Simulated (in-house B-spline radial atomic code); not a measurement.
Results of a calculation; reference values are marked as such.
# Correlation energy from the adiabatic connection: −V exp(−r²/w²), V = 13.1, w = 2.83

Two electrons in a singlet, external potential −V exp(−r²/w²), V = 13.1, w = 2.83 (atomic units). Full CI in B-splines (partial waves to l = 8, correlation up to 0.6 % small) with the density held fixed gives W(λ) = <V_ee>_λ − U, and E_c is the integral of W(λ) − W(0) from 0 to 1.

```
   λ  W(λ) − W(0) (hartree)
   0                0.00000
0.02               -0.00197
0.05               -0.00489
0.12               -0.01155
0.25               -0.02333
 0.4               -0.03605
 0.6               -0.05169
 0.8               -0.06598
   1               -0.07907
```

(1) Integrate the table by the trapezoid rule.

(2) Now use only three numbers: W(0) = -0.9717, the initial slope W'(0) = -0.09904 (extrapolated from the first points) and the strong-coupling limit of the point-charge-plus-continuum model, W∞ = -1.3333. What do second-order theory and the interpolation W(λ) = W∞ + (W(0) − W∞)/√(1 + 2χλ) of Seidl, Perdew and Levy give?

Results:

(1) The strips give -0.00002, -0.00010, -0.00058, -0.00227, -0.00445, -0.00877, -0.01177, -0.01450, which sum to -0.04246 hartree. The direct value, W(1) − W(0) + T_c with T_c = 0.03652, is -0.04255; the curve is convex, so chords lie above it and the trapezoids fall short in size by 0.20 %.

(2) Second order keeps the slope alone: E_c = W'(0)/2 = -0.04952, +16 % in size against -0.04255. Matching the slope fixes χ = W'(0)/(W∞ − W(0)) = -0.09904/(-0.36160) = 0.27389. Integrating, with s = √(1 + 2χ) = 1.244101, E_c = −(W(0) − W∞)(s − 1)/(s + 1) = −0.36160 × 0.244101/2.244101 = -0.03933 hartree, -7.6 % in size against the full result. At λ = 1 the formula gives W − W(0) = -0.07095 against -0.07907. Part of the miss can come from the model's W∞.
